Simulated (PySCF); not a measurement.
SMILES C[SiH2]F (CH₅FSi) (PBE0/def2-SVP optimised geometry):

```
8

C      1.005    -0.253     0.000
Si    -0.856    -0.253     0.000
F     -1.392     1.287     0.000
H      1.387    -1.287     0.013
H      1.400     0.246    -0.898
H      1.399     0.268     0.886
H     -1.400    -0.914     1.222
H     -1.400    -0.916    -1.221
```

Method: PBE0/def2-TZVP run with PySCF.

What are the frontier orbital energies and the dipole moment?

HOMO-2 -11.40 eV, HOMO-1 -9.35 eV, HOMO -9.25 eV, LUMO 0.43 eV, LUMO+1 0.98 eV; dipole moment 1.84 D.

Meta-Löwdin charges at PBE0/def2-TZVP: C1 -0.62, Si2 0.96, F3 -0.51, H4 0.14, H5 0.14, H6 0.14, H7 -0.12, H8 -0.12.
